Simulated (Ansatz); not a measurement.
Species: C2H8BN, charge 0, multiplicity 1. 
Coordinates optimised at B3LYP-D3(BJ)/def2-TZVP (Ansatz, a quantum-chemistry and plane-wave program):
SMILES: CB(C)N
```xyz
12

B     -0.0174     0.0500    -0.0002
C      1.5368    -0.2365    -0.0033
C     -1.0582    -1.1392     0.0088
N     -0.4775     1.3726    -0.0054
H      1.8221    -0.8299     0.8713
H      1.8170    -0.8386    -0.8737
H      2.1570     0.6634    -0.0096
H     -2.1030    -0.8186     0.0102
H     -0.9115    -1.7877    -0.8610
H     -0.9064    -1.7791     0.8840
H      0.1368     2.1701    -0.0112
H     -1.4541     1.6167    -0.0038
```

Basis-set convergence of Hartree-Fock and MP2 correlation energies (hartree) with Ansatz. Correlated levels leave the core frozen unless marked. Spin-orbit coupling is left out. Non-relativistic.

```
basis        functions       E(HF)  E(corr, MP2)
-----------  ---------  ----------  ------------
aug-cc-pVDZ        164  -159.61338      -0.57426
aug-cc-pVTZ        368           …             …
```

### Question
What belongs in the gaps?

### Answer

- aug-cc-pVTZ, E(HF): -159.65493
- aug-cc-pVTZ, E(corr, MP2): -0.68838
